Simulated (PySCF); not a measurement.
K(Cl) cation (ClK), SMILES [Cl][K] (connectivity only; charge and spin as stated), charge +1, multiplicity 2. Coordinates come from a PBE-D3(BJ)/def2-TZVPD optimisation. The multiplicity is an assumed one; other spin states were not compared.

Method: PBE-D3(BJ)/def2-TZVPD (PySCF).

Harmonic wavenumbers (cm⁻¹): 92. Rotational constants (GHz): 2.507 (linear); symmetry number 1.

Task: Work out the zero-point energy and the ideal-gas rigid-rotor harmonic-oscillator thermochemistry at 298.15 K and 1 atm.

Result: ZPE = ½ Σ hcν = ½ × 92 cm⁻¹ = 0.13 kcal/mol. H − E(el) = 2.68 kcal/mol. Entropy in cal/(mol K): translation 38.84, rotation 17.52, vibration 3.62, spin 1.38, total 61.35. G − E(el) = -15.62 kcal/mol. Cp = 8.91 cal/(mol K). Modes under 150 cm⁻¹ make the vibrational entropy uncertain.
